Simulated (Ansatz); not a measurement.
## Abstraction of Cl: SnH3Cl + SiH2(CH3) → SnH3 + SiH2(CH3)Cl

Species: SnH3Cl `[Cl][SnH3]`, singlet; SiH2(CH3), doublet; SnH3 `[SnH3]`, doublet; SiH2(CH3)Cl ((chlorosilyl)methane), singlet. A radical takes Cl: the energy is the difference in strength between the Sn–Cl bond broken and the Si–Cl bond made.

Shapes, held fixed at every level: PBE0-D4/def2-TZVP. Programs: Ansatz 0.2.0. The zero-point and thermal change to 298 K, harmonic and unscaled (PBE0-D4/def2-TZVP), is +0.8 kJ/mol.

| level | kind | ΔH(298 K) (kJ/mol) | less CCSD(T)/def2-TZVPP |
| --- | --- | --- | --- |
| HF/def2-TZVPP | Hartree–Fock | -72.4 | +7.8 |
| wB97M-V/def2-TZVPP | range-separated hybrid | -89.5 | -9.3 |
| wB97X-V/def2-TZVPP | range-separated hybrid | -78.5 | +1.7 |
| B2PLYP/def2-TZVPP | double hybrid | -79.6 | +0.6 |
| CCSD/def2-SVP | coupled cluster or CI | -75.8 | +4.4 |
| CCSD/def2-TZVPP | coupled cluster or CI | -80.4 | -0.2 |
| CCSD(T)/def2-TZVPP | coupled cluster or CI | -80.2 | 0.0 |

The highest level, CCSD(T)/def2-TZVPP, gives ΔH(298 K) = -80.2 kJ/mol; the levels span -89.5 to -72.4. The column of differences is taken from that level and isn't an error. No measured value is set beside it here. Open shells run unrestricted. For atoms past krypton def2 sets carry core potentials with scalar relativity. Outer-core shells of Sn are correlated in most correlated rows, in sets that cover them unevenly.
